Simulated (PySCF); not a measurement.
# SnH₂: from structure and modes to constants

Level of theory: PySCF, PBE0, basis Sn x2c-TZVPall, H x2c-TZVPall (spin-free X2C, no spin–orbit coupling, density fitting).

The singlet minimum has C2v symmetry. Masses (u): Sn 119.90220, H 1.00782.

```xyz
3
charge 0 multiplicity 1, angstrom
Sn    0.0000    0.0000   -0.0207
H     1.2590    0.0000    1.2296
H    -1.2590    0.0000    1.2296
```

Harmonic wavenumbers (cm⁻¹): 792.9 (a1, ×1), 1735.6 (a1, ×1), 1738.4 (b2, ×1).

Find the principal moments of inertia and the rotational constants. What kind of rotor is it?

About the centre of mass I = 3.0988, 3.1948, 6.2937 u Å². With B = 16.8576/I this gives 5.44, 5.277, 2.678 cm⁻¹. The molecule is an asymmetric top with κ = 0.88.

What is the harmonic zero-point energy?

Half the sum of all 3 wavenumbers, 4267/2 = 2133 cm⁻¹, which is 25.5 kJ/mol (1 cm⁻¹ = 0.0119627 kJ/mol).

Find the vibrational entropy and heat capacity at 298.15 K.

With u = 1.43878 ω/T, each mode gives S = R[u/(eᵘ−1) − ln(1−e⁻ᵘ)] and C = R u² eᵘ/(eᵘ−1)².
```csv
ω (cm⁻¹),u,S (J/(mol K)),C (J/(mol K))
792.9,3.826,0.89,2.77
1735.6,8.375,0.02,0.13
1738.4,8.389,0.02,0.13
```
The sums over all modes are S = 0.9 and C = 3.0 J/(mol K); the softest mode gives 96 % of the entropy.

Give the standard entropy (298.15 K, 1 bar) by its translational, rotational, vibrational and spin parts, and Cp.

Sackur–Tetrode with M = 121.92 u gives 168.8; rotation with symmetry number 2 gives 59.9; vibration 0.9; spin R ln 1 = 0.0. The total is 229.6 J/(mol K), and Cp = 4 R + 3.0 = 36.3 J/(mol K).
